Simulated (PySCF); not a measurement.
A side-by-side comparison of computed properties.

First species: C6H6N2.
Numbering: `[CH:1]#[C:2][CH2:3][n:4]1[cH:5][cH:6][cH:7][n:8]1` (hydrogens: H9 on C1; H10, H11 on C3; H12 on C5; H13 on C6; H14 on C7)

Second species: C6H6N2.
Cartesian coordinates in Å at the GFN2-xTB level; atoms count from 1:
```
atom  x, y, z in Å
C1    -1.8482    0.1538    0.6064
C2    -0.9810   -0.0856   -0.6320
C3     0.4697    0.0894   -0.2973
C4     0.8732    1.4111    0.0109
N5     1.1599    2.4948    0.2484
C6     1.3533   -0.9223   -0.2510
C7     2.7062   -0.7485    0.0919
N8     3.8124   -0.6338    0.3710
H9    -1.6973    1.1603    0.9907
H10   -1.5961   -0.5569    1.3908
H11   -2.8983    0.0326    0.3540
H12   -1.1488   -1.0937   -1.0166
H13   -1.2572    0.6343   -1.4074
H14    1.0513   -1.9360   -0.4819
```

Levels: wB97X-D/def2-SVPD for dipole moment, HOMO energy, LUMO energy, HOMO–LUMO gap, static isotropic polarisability and electronic spatial extent ⟨r²⟩ about the centre of nuclear charge; TDDFT wB97X-D/def2-SVPD for lowest singlet excitation; TDA wB97X-D/def2-SVPD for lowest triplet excitation (Tamm–Dancoff); GFN2-xTB for rotational constant A and rotational constant C. Geometries: GFN2-xTB. Each structure is a single optimised conformer of the isolated species, non-relativistic unless stated; the electronic structure was computed with PySCF and density fitting.

Dipoles, sizes and rotational constants follow the conformer. The torsions of the flexible species, by atom-mapped SMILES:
- `[CH:1]#[C:2][CH2:3][n:4]1[cH:5][cH:6][cH:7][n:8]1`: C2–C3–N4–C5 55°
- `[CH3:1][CH2:2]/[C:3]([C:4]#[N:5])=[CH:6]/[C:7]#[N:8]`: C1–C2–C3–C4 -68°

Q: Which has the higher S1 energy?

A: The first: 6.58 eV against 5.50 eV, a difference of 1.08 eV.

Q: Which has the higher T1 energy?

A: The first: 4.80 eV against 3.24 eV, a difference of 1.56 eV.

Q: Which of the two has the higher HOMO energy, and by how much?

A: The first: -9.10 eV against -10.25 eV, a difference of 1.15 eV.

Q: Which has the higher static isotropic polarisability?

A: The second: 81.2 au against 78.4 au, a difference of 2.8 au.

Q: Which of the two has the higher rotational constant A, and by how much?

A: The first: 5.798 GHz against 3.432 GHz, a difference of 2.366 GHz.

Q: Which has the higher ⟨r²⟩?

A: The second: 1074 bohr² against 949 bohr², a difference of 125 bohr².

Q: Which has the higher rotational constant C?

A: The first: 1.249 GHz against 1.074 GHz, a difference of 0.175 GHz.

Q: Which of the two has the higher dipole moment, and by how much?

A: The second: 6.35 D against 2.09 D, a difference of 4.26 D.

On the first: The vertical singlet–triplet gap S1 − T1 is 1.78 eV (TDDFT singlet less Tamm–Dancoff triplet). The 8 singlets span 6.58 to 7.55 eV, and their oscillator strengths add up to 0.25.

On the second: S1 lies 3.72 eV below the HOMO–LUMO gap; its leading configuration is HOMO→LUMO, weight 0.95. The vertical singlet–triplet gap S1 − T1 is 2.26 eV (TDDFT singlet less Tamm–Dancoff triplet; S1: HOMO→LUMO, weight 0.95; T1: HOMO→LUMO, weight 0.95).
